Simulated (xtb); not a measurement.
xtb input (GFN2-xTB):

```bash
xtb mol.xyz --gfn 2 --sp --chrg 0 --uhf 0
```
mol.xyz:
```
5

Ca     0.00000000     0.00000000     0.00000000
O      0.00000000     0.00000000     2.03878289
O     -0.00000000    -0.00000000    -2.03878289
H      0.00000000     0.00000000     2.99386893
H     -0.00000000    -0.00000000    -2.99386893
```

Output:

```
           -------------------------------------------------
          |                Calculation Setup                |
           -------------------------------------------------

           -------------------------------------------------
          |                 G F N 2 - x T B                 |
           -------------------------------------------------

        Reference                      10.1021/acs.jctc.8b01176
      * Hamiltonian:
        H0-scaling (s, p, d)           1.850000    2.230000    2.230000
        zeta-weighting                 0.500000
      * Dispersion:
        s8                             2.700000
        a1                             0.520000
        a2                             5.000000
        s9                             5.000000
      * Repulsion:
        kExp                           1.500000    1.000000
        rExp                           1.000000
      * Coulomb:
        alpha                          2.000000
        third order                    shell-resolved
        anisotropic                    true
        a3                             3.000000
        a5                             4.000000
        cn-shift                       1.200000
        cn-exp                         4.000000
        max-rad                        5.000000

          ...................................................
          :                      SETUP                      :
          :.................................................:
          :  # basis functions                  20          :
          :  # atomic orbitals                  19          :
          :  # shells                            9          :
          :  # electrons                        16          :
          :  max. iterations                   250          :
          :  Hamiltonian                  GFN2-xTB          :
          :  restarted?                      false          :
          :  GBSA solvation                  false          :
          :  PC potential                    false          :
          :  electronic temp.          300.0000000     K    :
          :  accuracy                    1.0000000          :
          :  -> integral cutoff          0.2500000E+02      :
          :  -> integral neglect         0.1000000E-07      :
          :  -> SCF convergence          0.1000000E-05 Eh   :
          :  -> wf. convergence          0.1000000E-03 e    :
          :  Broyden damping             0.4000000          :
          :  net charge                          0          :
          :  unpaired electrons                  0          :
          ...................................................

 iter      E             dE          RMSdq      gap      omega  full diag
   1     -5.1599868 -0.515999E+01  0.696E+01    0.00       0.0  T
   2     -8.9113166 -0.375133E+01  0.212E+01   17.35       1.0  T
   3     -9.2104900 -0.299173E+00  0.259E+01    8.18       1.0  T
   4     -9.4019528 -0.191463E+00  0.251E+01    4.34       1.0  T
   5     -9.3559988  0.459540E-01  0.114E+01    5.10       1.0  T
   6     -7.6728146  0.168318E+01  0.540E+01    0.00       1.0  T
   7     -8.6458255 -0.973011E+00  0.293E+01    0.00       1.0  T
   8     -8.9331894 -0.287364E+00  0.213E+01    0.00       1.0  T
   9     -9.6148378 -0.681648E+00  0.259E+00    0.95       1.0  T
  10     -8.7466033  0.868235E+00  0.279E+01    0.00       1.0  T
  11     -9.0742209 -0.327618E+00  0.232E+01    0.00       1.0  T
  12     -9.3126299 -0.238409E+00  0.160E+01    0.02       1.0  T
  13     -9.2782367  0.343932E-01  0.179E+01    0.01       1.0  T
  14     -9.5858805 -0.307644E+00  0.343E+00    1.79       1.0  T
  15     -9.6195463 -0.336658E-01  0.145E+00    0.74       1.0  T
  16     -9.6137276  0.581872E-02  0.162E+00    1.17       1.0  T
  17     -9.6177246 -0.399700E-02  0.141E+00    1.04       1.0  T
  18     -9.6045886  0.131359E-01  0.342E+00    1.39       1.0  T
  19     -9.6107635 -0.617486E-02  0.381E+00    1.23       1.0  T
  20     -9.6078591  0.290435E-02  0.424E+00    1.30       1.0  T
  21     -9.6102265 -0.236736E-02  0.412E+00    1.24       1.0  T
  22     -9.6103477 -0.121163E-03  0.401E+00    1.24       1.0  T
  23     -9.6130574 -0.270971E-02  0.358E+00    1.18       1.0  T
  24     -9.6145947 -0.153732E-02  0.317E+00    1.14       1.0  T
  25     -9.6179103 -0.331564E-02  0.239E+00    1.03       1.0  T
  26     -9.6203961 -0.248574E-02  0.155E+00    0.93       1.0  T
  27     -9.6217072 -0.131113E-02  0.854E-01    0.84       1.0  T
  28     -9.6221366 -0.429352E-03  0.417E-01    0.79       1.0  T
  29     -9.6222449 -0.108350E-03  0.180E-01    0.76       1.0  T
  30     -9.6222650 -0.201263E-04  0.689E-02    0.75       1.0  T
  31     -9.6222680 -0.294011E-05  0.218E-02    0.74       2.1  T
  32     -9.6222683 -0.308350E-06  0.216E-03    0.74      20.7  T
  33     -9.6222683  0.390868E-09  0.286E-03    0.74      15.6  T
  34     -9.6222683 -0.430881E-08  0.156E-04    0.74     286.7  T
  35     -9.6222683  0.437339E-11  0.282E-05    0.74    1585.0  T

   *** convergence criteria satisfied after 35 iterations ***

         #    Occupation            Energy/Eh            Energy/eV
      -------------------------------------------------------------
         1        2.0000           -0.6253857             -17.0176
         2        2.0000           -0.6206420             -16.8885
         3        2.0000           -0.5218840             -14.2012
         4        2.0000           -0.4826510             -13.1336
         5        2.0000           -0.3961430             -10.7796
         6        2.0000           -0.3961430             -10.7796
         7        2.0000           -0.3853460             -10.4858
         8        2.0000           -0.3853460             -10.4858 (HOMO)
         9        0.0000           -0.3580640              -9.7434 (LUMO)
        10                         -0.1297168              -3.5298
        11                         -0.1297168              -3.5298
        12                          0.0591229               1.6088
        13                          0.0601567               1.6369
       ...                                ...                  ...
        19                          0.5664376              15.4136
      -------------------------------------------------------------
                  HL-Gap            0.0272820 Eh            0.7424 eV
             Fermi-level           -0.3713757 Eh          -10.1056 eV

 SCC (total)                   0 d,  0 h,  0 min,  0.007 sec
 SCC setup                      ...        0 min,  0.000 sec (  1.591%)
 Dispersion                     ...        0 min,  0.000 sec (  1.262%)
 classical contributions        ...        0 min,  0.000 sec (  0.311%)
 integral evaluation            ...        0 min,  0.001 sec (  8.050%)
 iterations                     ...        0 min,  0.005 sec ( 74.050%)
 molecular gradient             ...        0 min,  0.001 sec ( 13.015%)
 printout                       ...        0 min,  0.000 sec (  1.510%)

         :::::::::::::::::::::::::::::::::::::::::::::::::::::
         ::                     SUMMARY                     ::
         :::::::::::::::::::::::::::::::::::::::::::::::::::::
         :: total energy              -9.582726852133 Eh    ::
         :: gradient norm              0.029012144447 Eh/a0 ::
         :: HOMO-LUMO gap              0.742381948795 eV    ::
         ::.................................................::
         :: SCC energy                -9.622269397680 Eh    ::
         :: -> isotropic ES            0.185385788885 Eh    ::
         :: -> anisotropic ES          0.006703139655 Eh    ::
         :: -> anisotropic XC          0.001150288713 Eh    ::
         :: -> dispersion             -0.001314866817 Eh    ::
         :: repulsion energy           0.039542545547 Eh    ::
         :: add. restraining           0.000000000000 Eh    ::
         :: total charge               0.000000000003 e     ::
         :::::::::::::::::::::::::::::::::::::::::::::::::::::

           -------------------------------------------------
          |                Property Printout                |
           -------------------------------------------------

    * Orbital Energies and Occupations

         #    Occupation            Energy/Eh            Energy/eV
      -------------------------------------------------------------
         1        2.0000           -0.6253857             -17.0176
         2        2.0000           -0.6206420             -16.8885
         3        2.0000           -0.5218840             -14.2012
         4        2.0000           -0.4826510             -13.1336
         5        2.0000           -0.3961430             -10.7796
         6        2.0000           -0.3961430             -10.7796
         7        2.0000           -0.3853460             -10.4858
         8        2.0000           -0.3853460             -10.4858 (HOMO)
         9        0.0000           -0.3580640              -9.7434 (LUMO)
        10                         -0.1297168              -3.5298
        11                         -0.1297168              -3.5298
        12                          0.0591229               1.6088
        13                          0.0601567               1.6369
        14                          0.0601567               1.6369
        15                          0.1193148               3.2467
        16                          0.1193148               3.2467
        17                          0.1827071               4.9717
        18                          0.4206441              11.4463
        19                          0.5664376              15.4136
      -------------------------------------------------------------
                  HL-Gap            0.0272820 Eh            0.7424 eV
             Fermi-level           -0.3713757 Eh          -10.1056 eV

     #   Z          covCN         q      C6AA      α(0)
     1  20 Ca       1.351     0.714   304.062    54.324
     2   8 O        1.470    -0.653    26.647     6.959
     3   8 O        1.470    -0.653    26.647     6.959
     4   1 H        0.817     0.296     0.732     1.343
     5   1 H        0.817     0.296     0.732     1.343

 Mol. C6AA /au·bohr⁶  :        782.272597
 Mol. C8AA /au·bohr⁸  :      66158.802822
 Mol. α(0) /au        :         70.926388

Wiberg/Mayer (AO) data.
largest (>0.10) Wiberg bond orders for each atom

 ---------------------------------------------------------------------------
     #   Z sym  total        # sym  WBO       # sym  WBO       # sym  WBO
 ---------------------------------------------------------------------------
     1  20 Ca   1.990 --     3 O    0.956     2 O    0.956
     2   8 O    1.915 --     1 Ca   0.956     4 H    0.860
     3   8 O    1.915 --     1 Ca   0.956     5 H    0.860
     4   1 H    0.912 --     2 O    0.860
     5   1 H    0.912 --     3 O    0.860
 ---------------------------------------------------------------------------

Topologies differ in total number of bonds
Writing topology from bond orders to xtbtopo.mol

molecular dipole:
                 x           y           z       tot (Debye)
 q only:        0.000       0.000      -0.000
   full:        0.000       0.000       0.000       0.000
molecular quadrupole (traceless):
                xx          xy          yy          xz          yz          zz
 q only:        0.221       0.000       0.221       0.000       0.000      -0.442
  q+dip:       -0.665       0.000      -0.665       0.000      -0.000       1.331
   full:        0.282       0.000       0.282      -0.000       0.000      -0.564

           -------------------------------------------------
          | TOTAL ENERGY               -9.582726852133 Eh   |
          | GRADIENT NORM               0.029012144447 Eh/α |
          | HOMO-LUMO GAP               0.742381948795 eV   |
Note: The following floating-point exceptions are signalling: IEEE_UNDERFLOW_FLAG IEEE_DENORMAL
normal termination of xtb
           -------------------------------------------------

------------------------------------------------------------------------
------------------------------------------------------------------------
 total:
 SCF:
```
